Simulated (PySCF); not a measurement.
C3H3BrO2, SMILES O=C(O)/C=C/Br, point group Cs.

Force field and properties: B3LYP/pcSseg-1 (PySCF, grid level 2). Vibrational terms come from second-order perturbation theory with semi-diagonal cubic constants, by steps of ±0.6 along the normal coordinates of each isotopologue. The parent has the commonest isotopes.

Equilibrium geometry (Å):

| atom | x | y | z |
| --- | --- | --- | --- |
| O1 | -1.7165 | -1.3996 | 0.3138 |
| C2 | -0.9929 | -0.4576 | 0.0935 |
| O3 | -1.4679 | 0.7781 | -0.2029 |
| C4 | 0.4839 | -0.5338 | 0.1192 |
| C5 | 1.2673 | 0.5141 | -0.1268 |
| Br6 | 3.1517 | 0.4274 | -0.0969 |
| H7 | -2.4398 | 0.7097 | -0.1918 |
| H8 | 0.8841 | -1.5149 | 0.3550 |
| H9 | 0.8843 | 1.5004 | -0.3638 |

Give the equilibrium and ground-state rotational constants (MHz) of parent; ²H at 9.


```tsv
species	Ae	Be	Ce	A0	B0	C0	Δ0 (u Å²)	harmonic ZPE (cm⁻¹)
parent	10269	783.52	727.98	10174	780.03	724.47	0.019	12622
²H at 9	9830.5	783.47	725.63	9743.9	780.09	722.26	0.001	11917
```

Δ0 = Ic − Ia − Ib from the ground-state constants.

How is the parent's vibrational correction B0 − Be made up?


| axis | harmonic | Coriolis | cubic | total (MHz) |
| --- | --- | --- | --- | --- |
| a | 15.3 | -28.5 | -82.2 | -95.4 |
| b | 0.404 | -0.197 | -3.69 | -3.49 |
| c | 0.182 | -0.091 | -3.6 | -3.51 |

And its quartic centrifugal distortion constants from the harmonic force field?

Asymmetric top, A reduction, Ir representation: ΔJ = 0.0263 kHz, ΔJK = 0.65 kHz, ΔK = 9.02 kHz, δJ = 0.00203 kHz, δK = 0.441 kHz.

Which nuclear quadrupole couplings χaa, χbb, χcc (MHz) does the parent show, at equilibrium and averaged?

79Br at 6: 530.4, -285.4, -245.0 and 526.3, -282.1, -244.2.

A mode lies under 250 cm⁻¹, where this perturbation treatment is rough. Internal rotors are held in one well.
